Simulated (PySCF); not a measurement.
Fill in the blanks.

C₆H₈OS.
SMILES: `CSCc1ccco1`

Conformer (atom-mapped SMILES and torsion angles): `[CH3:1][S:2][CH2:3][c:4]1[cH:5][cH:6][cH:7][o:8]1`: C1–S2–C3–C4 75°, S2–C3–C4–C5 100°.

```tsv
property	level	value
point group	PBE0-D3(BJ)/def2-SVP	C1
rotational constants A, B, C	PBE0-D3(BJ)/def2-SVP	3.967, 1.077, 0.930 GHz
dipole moment	CAM-B3LYP/def2-SVPD	1.36 D
HOMO energy	CAM-B3LYP/def2-SVPD	?
LUMO energy	CAM-B3LYP/def2-SVPD	0.91 eV
lowest singlet excitation	TDDFT CAM-B3LYP/def2-SVPD	5.25 eV (236 nm, f = 0.026)
strongest line among the 10 lowest singlet transitions	TDDFT CAM-B3LYP/def2-SVPD	S2 at 5.85 eV (212 nm, f = 0.270)
lowest triplet excitation (Tamm–Dancoff)	TDA CAM-B3LYP/def2-SVPD	3.85 eV
static isotropic polarisability	CAM-B3LYP/def2-SVPD	94.1 au
vertical ionisation energy	ΔSCF CAM-B3LYP/def2-SVPD	8.27 eV
electronic spatial extent ⟨r²⟩ about the centre of nuclear charge	CAM-B3LYP/def2-SVPD	1263 bohr²
13C chemical shifts (computed TMS as zero) by class	GIAO KT2/pcSseg-1	150.2 (1 C), 136.2 (1 C), 107.4 (1 C), 102.6 (1 C), 36.1 (1 C), 22.3 (1 C) ppm
1H chemical shifts (computed TMS as zero) by class	GIAO KT2/pcSseg-1	?
isotropic shieldings of nuclei other than C and H, by class	GIAO KT2/pcSseg-1	?
```

The electronic properties come from PySCF, for the isolated species, density fitting. One conformer (not necessarily the lowest) at the PBE0-D3(BJ)/def2-SVP geometry, without solvent or vibrations. NMR classes are plain means over equivalent atoms (diastereotopic ones count apart unless rotation or inversion swaps them), as if these changed places fast; in this geometry the members of some classes differ.

Problem. The HOMO energy?

Solution. -7.57 eV.

Problem. What are the 1H chemical shifts (computed TMS as zero) by class?

Solution. 7.22 (1 H), 6.31 (1 H), 6.07 (1 H), 3.53 (2 H), 2.25 (3 H) ppm.

Problem. What are the isotropic shieldings of nuclei other than C and H, by class?

Solution. 32 (1 O), 499 (1 S) ppm.

The polarisability is 13.94 Å³ as a volume (1 au = 0.148185 Å³), or 1.38 au for each of the 68 electrons. A dipole of 1.36 D is allowed in C1, and pure rotational transitions are dipole-allowed. The dipole equals about 4.5 × 10⁻³⁰ C·m (1 D = 3.33564 × 10⁻³⁰ C·m). The principal polarisabilities are 71.5, 94.7 and 116.0 au; their mean is the isotropic value. In wavenumbers S1 is 42300 cm⁻¹ (1 eV = 8065.54 cm⁻¹). No computed singlet falls in the visible range (750 to 380 nm, 1.65 to 3.26 eV); S1 lies 1.99 eV above its blue end.
